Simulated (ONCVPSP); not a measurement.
**What one change does to a pseudopotential (copper, ONCV)**

* Element: copper (Cu)
* Generator: ONCVPSP 4.0.1
* Type: optimised norm-conserving Vanderbilt (ONCV)
* Functional: LDA (Perdew-Wang 92)
* Relativity: scalar-relativistic
* Frozen core: [Ne]
* Valence charge: 19
* Reference configuration: 3s2 3p6 3d8 (charge +3)
* Partial waves: 3s: rc 1.10 bohr, ncon 3, nbas 8, qcut 8.4 1/bohr, 2 projectors, debl 1.5 Ha; 3p: rc 0.90 bohr, ncon 4, nbas 7, qcut 18.1 1/bohr, 2 projectors, debl 2.2 Ha; 3d: rc 0.75 bohr, ncon 4, nbas 8, qcut 13.3 1/bohr, 2 projectors, debl 3.6 Ha
* Local potential: polynomial inside 0.50 bohr (lpopt 2, dvloc0 1 Ha)
* Core correction: polynomial model core, fcfact 0.3

In the s channel the program set the typed energies aside and used -5.886, 0.250 Ha. In the p channel the program set the typed energies aside and used -4.327, 0.250 Ha.

Change: p: qcut 13.

Cutoffs: the cutoffs (Ha) at which the residual kinetic energy of the hardest occupied pseudo-wave falls to 1 and 0.1 mHa per electron; they do not see the model core or the augmentation charge, which bear on the density cutoff. Errors are all-electron minus pseudo energies relative to the spin-unpolarised reference configuration.

Task: What does the change do?

Result: The potential gets neither clearly harder nor softer (388 Ha and 449 Ha → 388 Ha and 449 Ha); the d channel sets the loose cutoff, while the largest relative change is in p, which becomes softer; the errors of the 4 common tests hardly move; neither file shows a bound ghost.

| quantity | base | changed |
| --- | --- | --- |
| cutoff, loose | 388 Ha | 388 Ha |
| cutoff, tight | 449 Ha | 449 Ha |
| loose cutoff by channel | s 27 Ha, p 80 Ha, d 388 Ha | s 27 Ha, p 43 Ha, d 388 Ha |
| bound ghosts | none | none |
| GHOST(+) flags under 300 eV | none | none |
| error for 3s2 3p6 3d10 4s1, meV [ΔE -69.49 eV] | +6.4 | +6.7 |
| error for 3s2 3p6 3d10, meV [ΔE -61.06 eV] | +11 | +11 |
| error for 3s2 3p6 3d9, meV [ΔE -39.37 eV] | +6.3 | +6.5 |
| error for 3s2 3p6 3d9 4s1 4p1, meV [ΔE -62.55 eV] | +5.2 | +5.3 |
| s: phases at 1.12 bohr within 0.05 rad from the reference energy up to (Ha; the scan ends near 5) | to the end of the scan | to the end of the scan |
| p: phases at 0.91 bohr within 0.05 rad from the reference energy up to (Ha; the scan ends near 5) | to the end of the scan | to the end of the scan |
| d: phases at 0.76 bohr within 0.05 rad from the reference energy up to (Ha; the scan ends near 5) | to the end of the scan | to the end of the scan |
| rms error of d²Exc/dni dnj with the model core, mHa | 1.93 | 1.91 |
